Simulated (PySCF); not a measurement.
# Electric field gradients and quadrupole coupling constants

Species: H₁₂O₂Si₅.
Z-matrix (Å and degrees, GFN2-xTB geometry), rows numbered from 1:
```
O 
Si  1  1.6403
Si  2  2.3133  1  102.00
O   2  1.6521  1  105.89  3   114.65
Si  4  1.6091  2  157.34  1  -107.73
Si  2  2.3207  1  110.22  3  -138.53
Si  6  2.3246  2  115.99  1   -67.24
H   1  0.9538  2  122.45  3  -154.58
H   3  1.4710  2  109.92  1  -134.64
H   3  1.4718  2  114.10  1   106.58
H   3  1.4674  2  114.15  1   -15.45
H   5  1.4614  4  104.25  2  -177.90
H   5  1.4632  4  108.59  2    62.16
H   5  1.4627  4  107.50  2   -58.23
H   6  1.4781  2  109.40  1    57.04
H   6  1.4773  2  109.27  1   168.63
H   7  1.4686  6  111.51  2   -24.33
H   7  1.4673  6  114.89  2  -144.76
H   7  1.4704  6  112.99  2    94.01
```

Field gradients from the PBE0/pcSseg-1 density (PySCF, non-relativistic), principal values in atomic units, ordered |Vxx| ≤ |Vyy| ≤ |Vzz|:

```
atom      Vxx      Vyy     Vzz
  O1  -0.4904  -1.0678  1.5583
  O4  -0.4575  -0.6088  1.0663
```

Task: Find the asymmetry η = (Vxx − Vyy)/Vzz and the couplings χ = eQV/h (234.96 MHz × Q in barn × V in au), with Q(17O) = −0.0256 b.

Result: 
```csv
atom,environment,nucleus,η,χzz (MHz),χxx (MHz),χyy (MHz)
O1,silanol oxygen,17O,0.37,-9.37,2.95,6.42
O4,siloxane oxygen,17O,0.14,-6.41,2.75,3.66
```

The tensor is traceless: Vxx + Vyy + Vzz = 0.

Task: What is Vzz at O4 in SI units (1 au = 9.71736 × 10²¹ V/m²)?

Result: 1.0663 au = 10.361 × 10²¹ V/m².

Task: What couplings would deuterons (Q(2H) = 0.00286 b) have in place of the hydrogens, at this geometry?

Result: 
```tsv
atom	bonded to	bond length (Å)	Vzz (au)	η	χzz (kHz)
H8	O1	0.954	0.5128	0.05	345
H9	Si3	1.471	0.1590	0.00	107
H10	Si3	1.472	0.1589	0.01	107
H11	Si3	1.467	0.1621	0.01	109
H12	Si5	1.461	0.1609	0.02	108
H13	Si5	1.463	0.1592	0.03	107
H14	Si5	1.463	0.1598	0.03	107
H15	Si6	1.478	0.1560	0.02	105
H16	Si6	1.477	0.1568	0.01	105
H17	Si7	1.469	0.1611	0.01	108
H18	Si7	1.467	0.1623	0.00	109
H19	Si7	1.470	0.1600	0.01	108
```

One conformer (not necessarily the lowest) at the GFN2-xTB geometry, without solvent, vibrations or thermal averaging. GFN2-xTB frequencies show an imaginary mode (30i cm⁻¹), so this geometry is no minimum at that level. GFN2-xTB bond lengths can be off by several hundredths of an ångström, more for odd bonds, and the gradients follow them. A larger basis could move these couplings by a tenth or more.
